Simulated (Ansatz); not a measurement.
Born–Oppenheimer molecular dynamics of C2H7FOSi (12 atoms, charge 0, multiplicity 1). It starts at the highest image of a converged band. Of that band: The profile has 2 maxima (images 3, 5) with wells between them (image 4): this band takes more than one step, which may be the mechanism or a detour left from its start path. Neighbouring images differ by up to 2.7 eV, so the band resolves the path poorly. A vibrational analysis at the climbing image gives one clearly imaginary mode, 317i cm⁻¹: a first-order saddle point.

Computed with RKS r2SCAN/def2-SVP in Ansatz.

| Item | Value |
| --- | --- |
| ensemble | NVE (velocity Verlet) |
| time step | 0.5 fs |
| steps asked | 200 |
| starting velocities drawn for | 300 K |
| seed | 8197 |

Frames 5 fs apart, positions in Å.

Velocities at 20.0 fs (Å/ps):

```
C 0.64 2.77 0.93
C 2.18 2.00 0.72
O 0.26 -0.29 1.61
Si -0.23 -0.07 -0.26
F -0.07 0.37 -1.41
H 14.23 -12.72 6.26
H 0.03 -17.41 -7.84
H -12.62 -8.38 -7.97
H 11.19 -16.79 7.39
H -25.99 18.05 4.58
H -4.84 -5.30 -5.22
H -11.93 -14.71 -8.40
```

```xyz
12
Properties=species:S:1:pos:R:3 time_fs=20.0 energy_less_start_eV=0.214 T=136
C -0.745 0.193 1.294
C -0.037 -0.339 0.143
O 1.561 -0.254 0.587
Si -0.274 -0.340 -1.614
F -0.120 1.046 -2.505
H -0.607 1.245 1.710
H -1.778 0.451 1.005
H -0.797 -0.462 2.150
H 1.572 -0.073 1.530
H 2.037 0.487 0.143
H -1.661 -0.778 -1.828
H 0.744 -1.208 -2.242
12
Properties=species:S:1:pos:R:3 time_fs=25.0 energy_less_start_eV=0.059 T=255
C -0.753 0.214 1.302
C -0.022 -0.327 0.147
O 1.565 -0.256 0.590
Si -0.274 -0.341 -1.616
F -0.120 1.048 -2.512
H -0.442 1.185 1.722
H -1.805 0.297 0.941
H -0.867 -0.534 2.166
H 1.623 -0.155 1.567
H 1.889 0.565 0.200
H -1.699 -0.801 -1.851
H 0.698 -1.288 -2.284
12
Properties=species:S:1:pos:R:3 time_fs=30.0 energy_less_start_eV=0.229 T=123
C -0.777 0.218 1.317
C -0.006 -0.314 0.154
O 1.571 -0.258 0.589
Si -0.276 -0.345 -1.621
F -0.120 1.050 -2.519
H -0.294 1.169 1.719
H -1.799 0.199 0.905
H -0.878 -0.500 2.133
H 1.649 -0.258 1.556
H 1.780 0.657 0.301
H -1.686 -0.775 -1.841
H 0.643 -1.316 -2.290
12
Properties=species:S:1:pos:R:3 time_fs=35.0 energy_less_start_eV=0.029 T=278
C -0.784 0.210 1.318
C 0.004 -0.309 0.162
O 1.579 -0.252 0.580
Si -0.276 -0.349 -1.625
F -0.119 1.050 -2.525
H -0.397 1.157 1.697
H -1.813 0.318 0.924
H -0.832 -0.495 2.202
H 1.644 -0.396 1.545
H 1.735 0.702 0.462
H -1.692 -0.719 -1.803
H 0.623 -1.312 -2.287
12
Properties=species:S:1:pos:R:3 time_fs=40.0 energy_less_start_eV=0.056 T=257
C -0.780 0.191 1.314
C 0.004 -0.313 0.161
O 1.582 -0.237 0.570
Si -0.276 -0.351 -1.624
F -0.117 1.046 -2.528
H -0.574 1.261 1.715
H -1.808 0.477 1.001
H -0.803 -0.457 2.222
H 1.622 -0.589 1.489
H 1.771 0.720 0.644
H -1.755 -0.669 -1.752
H 0.663 -1.317 -2.307
12
Properties=species:S:1:pos:R:3 time_fs=45.0 energy_less_start_eV=0.004 T=297
C -0.774 0.199 1.314
C -0.003 -0.319 0.152
O 1.579 -0.218 0.563
Si -0.276 -0.350 -1.621
F -0.114 1.037 -2.530
H -0.615 1.232 1.689
H -1.812 0.431 1.043
H -0.828 -0.432 2.215
H 1.620 -0.773 1.354
H 1.840 0.692 0.850
H -1.737 -0.633 -1.699
H 0.670 -1.281 -2.304
12
Properties=species:S:1:pos:R:3 time_fs=50.0 energy_less_start_eV=-0.048 T=337
C -0.776 0.220 1.313
C -0.012 -0.321 0.147
O 1.572 -0.198 0.559
Si -0.277 -0.344 -1.615
F -0.111 1.026 -2.530
H -0.455 1.237 1.663
H -1.857 0.219 0.990
H -0.843 -0.460 2.228
H 1.663 -0.952 1.192
H 1.863 0.606 1.029
H -1.718 -0.650 -1.670
H 0.658 -1.256 -2.297
12
Properties=species:S:1:pos:R:3 time_fs=55.0 energy_less_start_eV=0.094 T=229
C -0.784 0.227 1.310
C -0.019 -0.317 0.154
O 1.565 -0.190 0.557
Si -0.277 -0.334 -1.608
F -0.106 1.015 -2.530
H -0.376 1.231 1.621
H -1.799 0.098 0.942
H -0.768 -0.426 2.176
H 1.743 -1.037 0.973
H 1.815 0.530 1.189
H -1.746 -0.723 -1.679
H 0.664 -1.287 -2.309
12
Properties=species:S:1:pos:R:3 time_fs=60.0 energy_less_start_eV=-0.033 T=326
C -0.773 0.220 1.296
C -0.022 -0.312 0.168
O 1.560 -0.186 0.553
Si -0.278 -0.326 -1.600
F -0.103 1.008 -2.533
H -0.517 1.253 1.572
H -1.832 0.186 0.933
H -0.656 -0.427 2.236
H 1.854 -1.096 0.787
H 1.702 0.418 1.297
H -1.696 -0.784 -1.714
H 0.634 -1.297 -2.285
12
Properties=species:S:1:pos:R:3 time_fs=65.0 energy_less_start_eV=0.132 T=199
C -0.765 0.203 1.292
C -0.017 -0.314 0.168
O 1.556 -0.187 0.546
Si -0.279 -0.322 -1.591
F -0.099 1.007 -2.540
H -0.697 1.349 1.558
H -1.825 0.300 1.029
H -0.637 -0.338 2.222
H 1.951 -1.065 0.638
H 1.593 0.285 1.411
H -1.656 -0.818 -1.764
H 0.625 -1.296 -2.241
12
Properties=species:S:1:pos:R:3 time_fs=70.0 energy_less_start_eV=0.100 T=224
C -0.765 0.226 1.300
C -0.010 -0.324 0.156
O 1.555 -0.181 0.540
Si -0.280 -0.322 -1.583
F -0.096 1.009 -2.547
H -0.725 1.281 1.525
H -1.863 0.224 1.105
H -0.683 -0.309 2.300
H 2.012 -1.044 0.533
H 1.523 0.102 1.468
H -1.693 -0.824 -1.811
H 0.691 -1.307 -2.210
12
Properties=species:S:1:pos:R:3 time_fs=75.0 energy_less_start_eV=0.056 T=257
C -0.782 0.248 1.319
C -0.012 -0.338 0.155
O 1.557 -0.171 0.539
Si -0.281 -0.327 -1.583
F -0.094 1.012 -2.554
H -0.588 1.368 1.522
H -1.849 0.015 1.100
H -0.703 -0.284 2.286
H 2.008 -1.034 0.409
H 1.499 -0.072 1.513
H -1.681 -0.775 -1.825
H 0.752 -1.260 -2.162
```

Of the whole run (100 fs, mean temperature of the second half 263 K): The conserved energy stayed within 0.13 meV per atom of its start (net change 0.1 meV per atom), so the integration is sound. A run of 0.1 ps of so small a system gives no equilibrium averages. The orbitals stay closed-shell, which can raise the energy where a bond breaks towards radicals; this wasn't checked here.

Time of the run: 12 min on 2 threads of Arm Neoverse V1, on a shared host, peak memory 0.16 GiB.
